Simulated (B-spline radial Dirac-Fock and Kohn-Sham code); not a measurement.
# Ionisation energies of technetium ions, computed and tabulated

The computed values come from a radial atomic solver: Dirac-Fock ΔSCF + Breit + QED. Each value is the difference of the configuration-average energies of two neighbouring ions in their tabulated ground configurations. Correlation and solid-state effects are left out. NIST's values refer to the lowest levels; many for high charge states are themselves semi-empirical or theoretical. Where a p, d or f shell is open in either ion the computed value averages over both j values and all terms, while the table refers to the lowest levels; that difference holds spin-orbit splitting (largest in heavy or highly charged ions), term energies where several electrons share open shells, and correlation, and it can reach 10 % or more.

```csv
ion,configuration,computed (eV),NIST (eV),kind,NIST − computed (eV)
Tc¹⁹⁺,[Ar] 3d6,837.2,829 ± 4,theoretical,-8.18
Tc²⁰⁺,[Ar] 3d5,899.1,904 ± 4,theoretical,+4.86
Tc²¹⁺,[Ar] 3d4,962.7,968 ± 4,theoretical,+5.30
Tc²²⁺,[Ar] 3d3,1027.9,1032 ± 4,theoretical,+4.14
Tc²³⁺,[Ar] 3d2,1094.6,1102 ± 4,theoretical,+7.40
Tc²⁴⁺,[Ar] 3d1,1162.9,1166 ± 4,theoretical,+3.09
Tc²⁵⁺,[Ne] 3s2 3p6,1362.5,1354 ± 4,semi-empirical,-8.48
Tc²⁶⁺,[Ne] 3s2 3p5,1425.0,1411.6 ± 1.5,semi-empirical,-13.41
Tc²⁷⁺,[Ne] 3s2 3p4,1488.4,1479.5 ± 2,semi-empirical,-8.94
Tc²⁸⁺,[Ne] 3s2 3p3,1552.8,1559 ± 6,semi-empirical,+6.24
Tc²⁹⁺,[Ne] 3s2 3p2,1618.0,1638 ± 4,semi-empirical,+20.01
Tc³⁰⁺,[Ne] 3s2 3p1,1684.1,1689 ± 8,semi-empirical,+4.90
Tc³¹⁺,[Ne] 3s2,1831.3,1838 ± 3,semi-empirical,+6.67
Tc³²⁺,[Ne] 3s1,1899.5,1900.28 ± 0.06,semi-empirical,+0.79
```

Question: Where in this range is the largest relative jump, and why?

Answer: From Tc²⁴⁺ (1162.9 eV) to Tc²⁵⁺ (1362.5 eV), a factor of 1.17. The configuration goes from [Ar] 3d1 to [Ne] 3s2 3p6, so the next electron comes out of a deeper subshell.
